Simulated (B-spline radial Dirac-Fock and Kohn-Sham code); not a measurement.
## Ce³⁺: non-radiative channels of the N1 vacancy

System: Ce³⁺, [Xe] 4f1.

Method: a relativistic independent-particle model: LDA orbitals of the hole state, radiative multipoles to third order, Auger rates from the Coulomb interaction with a continuum orbital, Dirac-Fock energies. Computed with a radial atomic solver. Kinetic energies are configuration averages from the vacuum level; the two-hole energies are estimated from single-hole states.

| transition | kinetic energy (eV) | width (meV) | share (%) |
| --- | --- | --- | --- |
| N1-N2N7 | 6.34 | 52.8 | 1.1 |
| N1-N2N6 | 6.43 | 36.5 | 0.8 |
| N1-N3O2 | 13.92 | 942 | 20.1 |
| N1-N3O3 | 17.45 | 1350 | 28.9 |
| N1-N4N4 | 17.72 | 46.3 | 1.0 |
| N1-N4N5 | 20.72 | 343 | 7.3 |
| N1-N5N5 | 24.30 | 156 | 3.3 |
| N1-N3N6 | 25.26 | 171 | 3.7 |
| N1-N3N7 | 25.78 | 208 | 4.5 |
| N1-N4O1 | 98.56 | 252 | 5.4 |
| N1-N5O1 | 101.8 | 369 | 7.9 |
| N1-N4O2 | 119.7 | 53.2 | 1.1 |
| N1-N5O2 | 122.8 | 151 | 3.2 |
| N1-N4O3 | 122.9 | 166 | 3.6 |
| N1-N5O3 | 126.3 | 164 | 3.5 |
| N1-O1O3 | 199.7 | 39.9 | 0.9 |

Coster-Kronig rates are the weakest part of this model and often come out 1.5 to 2.5 times too large. The listed channels hold 96 % of the non-radiative rate. Summed by principal shells, of 4.67 eV in all: NNO 74.9 %, NNN 23.0 %, NOO 2.0 %.
